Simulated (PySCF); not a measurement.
Gas-phase reaction: 2 HCl + 2 SnCl2 → SnH2Cl2 + SnCl4. Level: M06-2X/def2-TZVP†; standard pressure 1 bar.

Computed with PySCF and rigid-rotor harmonic-oscillator thermochemistry at 1 bar. † marks an energy on the PBE0/def2-TZVP geometry and frequencies. All species are closed-shell singlets. Sn: scalar-relativistic def2 core potential, no spin-orbit coupling. SnH2Cl2: computed as isolated molecules; such fragments, hydroxides, amides, oligomers or adducts are transient or little studied in the gas. The harmonic model lacks anharmonicity and excited electronic states, which grow with temperature; levels with a mode under 35 cm⁻¹ are left out. Soft modes under 120 cm⁻¹ make the harmonic entropy rough for SnCl2, SnH2Cl2, SnCl4.

```json
[
 {"T (K)": "500", "1000/T (1/K)": "2.0000", "log10 K": "-5.12"},
 {"T (K)": "600", "1000/T (1/K)": "1.6667", "log10 K": "-6.84"},
 {"T (K)": "800", "1000/T (1/K)": "1.2500", "log10 K": "-8.91"},
 {"T (K)": "1000", "1000/T (1/K)": "1.0000", "log10 K": "-10.10"},
 {"T (K)": "1200", "1000/T (1/K)": "0.8333", "log10 K": "?"},
 {"T (K)": "1400", "1000/T (1/K)": "0.7143", "log10 K": "-11.33"}
]
```

**Question.** Fit log10 K = a + b·(1000/T) to the five rows, get the mean ΔH° and ΔS°, and predict log10 K at 1200 K.

**Answer.** Means: 1000/T = 1.3262, log10 K = -8.460. Sums of products about the means: Sxy = 5.12751, Sxx = 1.056581, so b = Sxy/Sxx = 4.85 and a = -8.460 − (4.85)×1.3262 = -14.89.
ΔH° = −R ln 10 × 1000 K × b = −19.145 × (4.85) = -93 kJ; ΔS° = R ln 10 × a = -285 J/K. The run's own values go from -99 kJ and -297 J/K at 500 K to -77 kJ and -272 J/K at 1400 K.
Prediction at 1200 K: -14.89 + (4.85)×0.8333 = -10.85. The computed value is -10.84, 0.01 from the line.
For scale, ΔH°(298 K) is -102 kJ at this level, -81 kJ at ωB97M-V/def2-TZVP†, and runs from -115 to 188 kJ over the 18 levels computed.
